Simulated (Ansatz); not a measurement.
Reaction (redistribution): `C=C[Si](C)(F)Cl` + `O=C=[N][SnH2][Cl]` → `C[Si](F)(Cl)N=C=O` + `C=[CH][SnH2][Cl]`

Isolated molecules relaxed with PBE0-D4/def2-TZVP in Ansatz; ΔE leaves out vibrations. CCSD(T)/CBS is the MP2 limit (def2-TZVPP, def2-QZVPP) plus CCSD(T) − MP2 in def2-TZVPP, frozen cores. DFT in def2-TZVPP. B3LYP here is the variant with VWN-RPA as its local correlation; programs differ in this. def2 core potentials past Kr. For Sn outer-core shells are correlated without core-valence functions, which leaves a few kJ/mol of doubt a bond. One conformer a species, not always the lowest.

| level | ΔE (kJ/mol) | difference from CCSD(T)/CBS |
| --- | --- | --- |
| PBE-D4 | -32.7 | 1.4 |
| PBE0-D4 | -34.3 | -0.2 |
| B3LYP-D4 | -34.8 | -0.7 |
| ωB97M-V | -34.2 | -0.1 |
| B2PLYP | -35.5 | -1.4 |
| r2SCAN | -35.2 | -1.1 |
| B3LYP | -36.4 | -2.3 |
| HF/def2-TZVPP | -34.1 | 0.0 |
| MP2/def2-TZVPP | -36.9 | -2.8 |
| CCSD/def2-TZVPP | -35.3 | -1.2 |
| CCSD(T)/def2-TZVPP | -34.5 | -0.4 |
| HF/def2-QZVPP | -34.0 | 0.1 |
| SCS-MP2/def2-QZVPP | -34.6 | -0.5 |
| HF/CBS(def2) | -34.0 | 0.1 |
| MP2/CBS(def2) | -36.5 | -2.4 |
| CCSD/CBS(def2) | -34.9 | -0.8 |
| CCSD(T)/CBS | -34.1 | 0 |

Largest T1 diagnostic among the species: 0.015.
